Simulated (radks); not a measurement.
Question: Method: scalar-relativistic Kohn-Sham, LB94 model potential, spin-polarised, spherical densities, finite nucleus; Fermi nuclear charge, rms radius of each element as measured or else 0.836 A^(1/3) + 0.57 fm; computed with a radial shooting solver on a logarithmic mesh with Libxc functionals. Response by self-consistent Sternheimer equations with the Hartree and adiabatic LDA kernel, the relativistic mass of each level held fixed and spin-orbit coupling left out. Rank Rb7+, Br5+, Se4+, Ga+, Zn, Ge2+, As3+, Sr8+, Kr6+ (NIST ground configurations) by static dipole polarisability, largest first.

Answer: Zn 28.20, Ga+ 14.39, Ge2+ 8.855, As3+ 6.001, Se4+ 4.320, Br5+ 3.243, Kr6+ 2.510, Rb7+ 1.989, Sr8+ 1.607 bohr^3.
